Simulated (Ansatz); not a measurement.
GeH6OSSi, SMILES `O[SiH](S)[GeH3]`, charge 0, multiplicity 1.

Give a relaxed structure at PBE0-D4/def2-TZVP (the Gaussian-basis code of Ansatz). (Estimate.)

Computed: 
Z-matrix (Å, degrees):
```
Si
S 1 2.125
Ge 1 2.383 2 110.7
O 1 1.649 2 109.2 3 -122.2
H 1 1.487 2 103.2 3 119.0
H 2 1.344 1 94.8 3 51.8
H 3 1.536 1 110.8 2 70.8
H 3 1.539 1 109.8 2 -49.3
H 3 1.542 1 111.3 2 -168.6
H 4 0.959 1 117.4 2 162.1
```
This is one stationary point; other conformers may exist.
